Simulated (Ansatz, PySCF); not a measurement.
B(NCO)(OH)2 (CH₂BNO₃), SMILES C(=O)=NB(O)O. Atoms are numbered in the order given.

```xyz
8

B     -0.0765     1.0319     0.0021
N      0.0682    -0.4151    -0.0005
C      0.1901    -1.6039    -0.0037
O      0.3091    -2.7681    -0.0067
O     -1.3051     1.6097     0.0257
H     -2.0191     0.9653     0.0396
O      1.0133     1.8417    -0.0189
H      1.8409     1.3516    -0.0347
```

Geometry optimised at ωB97X-D3(BJ)/def2-SVP. This is a generated structure with no PubChem entry under its InChIKey; it may be hypothetical. Other conformers were not sampled.

Two levels are set side by side: PBE-D3(BJ)/def2-SVP (Ansatz, a quantum-chemistry and plane-wave program) and ωB97X-D3(BJ)/def2-SVP (PySCF). Each level has its own optimised geometry; the coordinates shown are those of the second. Frequencies come from the Hessian of PySCF at each geometry. Differences are taken from unrounded values.

```tsv
quantity	ωB97X-D3(BJ)	PBE-D3(BJ)	PBE-D3(BJ) minus ωB97X-D3(BJ)
mean bond length (Å)	1.208	1.217	0.008
bond B1–N2 (Å)	1.454	1.450	-0.005
bond B1–O5 (Å)	1.358	1.367	0.009
bond B1–O7 (Å)	1.358	1.367	0.009
bond N2–C3 (Å)	1.195	1.206	0.011
bond C3–O4 (Å)	1.170	1.183	0.013
bond O5–H6 (Å)	0.962	0.972	0.010
bond O7–H8 (Å)	0.962	0.972	0.010
highest harmonic wavenumber (cm⁻¹)	3945	3782	-163
mean harmonic wavenumber (cm⁻¹)	1188	1142	-46
zero-point energy (kcal/mol)	30.58	29.39	-1.19
```

Exact exchange shortens and stiffens bonds; PBE has none. Differences between two approximate levels are no errors against the true value.
